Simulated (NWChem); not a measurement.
# Atomisation of BCl

```
B
Cl 1 1.7227
```
Charge 0, spin multiplicity 1.

All runs are NWChem calculations. The geometry was optimised at B3LYP/def2-SVP, a minimum by its harmonic frequencies.

Basis set: def2-TZVP. The atomisation energy is electronic alone: no zero-point, thermal, spin-orbit or counterpoise terms. No value is extrapolated to the basis-set limit. Free atoms are single determinants with multiplicities B 2, Cl 2. Correlated methods freeze the same cores in atoms and molecule, 6 orbitals in all.

B3LYP has NWChem's definition, with VWN1-RPA local correlation. The structure started from a generated list of species. The stability of the SCF solutions was not checked. Open-shell Hartree-Fock references start from PBE0 orbitals. Coupled-cluster values serve here as a point of comparison, not as the truth.

```
method   atomisation energy (kcal/mol)
-------  -----------------------------
HF                                   ?
PBE0                             122.9
B3LYP                                ?
r2SCAN                               ?
BLYP                             120.7
PBE                              127.6
BP86                             125.7
MP2                              123.7
CCSD(T)                          118.9
```

Problem. Complete the blanks.

Solution. 
- HF, atomisation energy (kcal/mol): 87.5
- B3LYP, atomisation energy (kcal/mol): 119.3
- r2SCAN, atomisation energy (kcal/mol): 123.4
